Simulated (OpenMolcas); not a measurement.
## Ce3+: ligand-field states by method

Ce3+ with 2 ligands (bromide) in linear coordination (D∞h) at 2.66 Å. Ligand basis ANO-RCC-VDZP.
```
Ce    0.0000    0.0000    0.0000
Br    0.0000    0.0000    2.6600
Br    0.0000    0.0000   -2.6600
```

```json
{
 "Program": "OpenMolcas",
 "Basis": "ANO-RCC-VDZP [7s6p4d2f1g]",
 "Scalar Hamiltonian": "DKH2, point nucleus",
 "Active space": "1 electron in 7 orbitals (4f)",
 "State averaging": "2S+1 = 2 odd, 7 roots",
 "Spin-orbit coupling": "RASSI with atomic mean-field integrals over the reference wave functions"
}
```

I. CASSCF
II. SS-CASPT2, IPEA 0.25 Eh, imaginary shift 0.1 Eh (closed shells correlated: 5s 5p and the ligand valence shells)

Spin-free states (labels by Λ) in cm-1, each column counted from its own energy of the first state listed:

| State | Degeneracy | I | II |
| --- | --- | --- | --- |
| 2Φ | 2 | 0 | 0 |
| 2Δ | 2 | 788 | 840 |
| 2Π | 2 | 1870 | 1900 |
| 2Σ | 1 | 2856 | 3060 |

From I to II, I's first state of the same spin (2Δ) moves from 788 to 840 cm-1, by about +48 cm-1.

With spin-orbit coupling the lowest J multiplet is 2103 (I), 2172 (II) cm-1 wide, a factor of 1.03 from I to II.

χT at 300 K: I 0.67, II 0.66 cm3 K/mol.

Splittings of an f shell from a small cluster at a set distance can be off by tens of per cent, mostly too small (holds for II). No measured value stands beside these numbers; the geometry is a model, was not optimised and need not be the one that this ion takes.
